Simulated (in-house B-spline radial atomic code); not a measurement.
Ba. Computed with a B-spline radial atomic code. Model: non-relativistic spherical atom: semilocal Troullier-Martins pseudo-atom, one channel per l, against all electrons, high spin, G0W0 and RPA with empty states to l = 8, local potential for every l without a channel, a model core (radius 0 = none) keeps its share of the functional.

Without relativity these are model numbers for so heavy an element.

What the tables leave out is listed at the end.

The pseudopotential gives back the lowest level of each angular momentum of its own functional in the configuration it was made in; a second state of the same l is only approximately right. Exact exchange, RPA and GW see the smooth pseudo-orbitals and miss the exchange with the core, for which the functional's share stands in. The column with an uncorrelated core keeps all orbitals and exact exchange, and so separates missing core correlation from pseudisation. Only the three outermost levels and the lowest empty one were computed. RPA here is direct RPA, with no exchange kernel, and its energies carry an (l + 1/2)⁻⁴ tail. A hybrid on a potential with a model core restores only its own semilocal share of the core's exchange.

Command:
```bash
python run_psgw.py task.json out
```
Settings (lengths in bohr, energies in hartree):
```
Z                      56
electrons              56
configuration          [Xe] 6s2
generated_in           [Xe] 6s2
functional             pbe,pbe
core_shells            8
radius_factor          1
core_correction        False
ion_configuration      [Xe] 6s1
```

Run time, properties included: 85 s on 1 thread of Arm Neoverse N1, with other jobs on the host.

Given: made with PBE; model core radius 0 bohr; local radius 0.844 bohr; mean-field start PBE0.

Valence shells of the generating configuration: 4d, 5s, 5p, 6s.

Channel: s 1.544, p 1.678, d 0.697 (radii in bohr).

Computed: largest level miss in the spin-unpolarised generating configuration 0.033 eV; all-electron RPA polarisability, core included 172.38 bohr³; pseudo-atom RPA polarisability 169.4 bohr³; ionisation by mean-field all-electron 4.9632 eV; ionisation by mean-field pseudo minus all 0.044 eV; ionisation by RPA all-electron 5.2939 eV; ionisation by RPA pseudo minus all 0.06 eV.

| level | occupied | mean-field all-electron (eV) | mean-field pseudo minus all (eV) | G0W0 all-electron (eV) | G0W0 uncorrelated core minus all (eV) | G0W0 pseudo minus all (eV) | exchange self-energy all-electron (eV) | exchange self-energy pseudo (eV) |
| --- | --- | --- | --- | --- | --- | --- | --- | --- |
| 6s | 1 | -3.5884 | -0.036 | -5.2094 | 0.007 | -0.088 | -6.0041 | -5.8673 |
| 5d (empty) | 0 | -1.7333 | 0.112 | -0.59825 | 0.018 | 0.195 | -4.4583 | -3.4588 |

Q: What is the valence RPA correlation energy all-electron orbitals?

A: -1.1755 hartree.

Q: What is the valence RPA correlation energy pseudo?

A: -1.4768 hartree.

Given: mean-field start Hartree-Fock.

Computed: valence RPA correlation energy all-electron orbitals -1.0113 hartree; valence RPA correlation energy pseudo -1.307 hartree; pseudo-atom RPA polarisability 143.96 bohr³; ionisation by mean-field pseudo minus all 0.042 eV; ionisation by RPA all-electron 4.938 eV; ionisation by RPA pseudo minus all 0.051 eV.

```json
{"level": "6s", "occupied": "1", "mean-field all-electron (eV)": "-4.2865", "mean-field pseudo minus all (eV)": "-0.042", "G0W0 all-electron (eV)": "-5.1516", "G0W0 uncorrelated core minus all (eV)": "0.006", "G0W0 pseudo minus all (eV)": "-0.033", "exchange self-energy all-electron (eV)": "-5.5793", "exchange self-energy pseudo (eV)": "-5.4675"}
{"level": "5p", "occupied": "1", "mean-field all-electron (eV)": "-24.595", "mean-field pseudo minus all (eV)": "-0.846", "G0W0 all-electron (eV)": "-24.763", "G0W0 uncorrelated core minus all (eV)": "0.025", "G0W0 pseudo minus all (eV)": "-0.284", "exchange self-energy all-electron (eV)": "-22.705", "exchange self-energy pseudo (eV)": "-22.215"}
```

Q: What is the ionisation by mean-field all-electron?

A: 4.1294 eV.

Q: What is the all-electron RPA polarisability, core included?

A: 146.45 bohr³.

Among the listed levels the largest G0W0 shift of the pseudo-atom is -0.28 eV, for 5p on the Hartree-Fock start, while leaving the core uncorrelated moves that level by +0.03 eV. So pseudisation and the lost core exchange, not the missing core correlation, make the error. Not in the tables (levels of low weight, unsolved or above zero; the highest and the empty levels are kept at any weight): the PBE start was refused, since an empty level lay at or below an occupied one; on PBE0 the G0W0 levels 5p (pseudo minus all -0.40 eV, weights 0.33 and 0.30), 5s (pseudo minus all -0.43 eV, weights 0.50 and 0.35); on Hartree-Fock the G0W0 levels 5s (pseudo minus all -0.61 eV, weights 0.27 and 0.56).
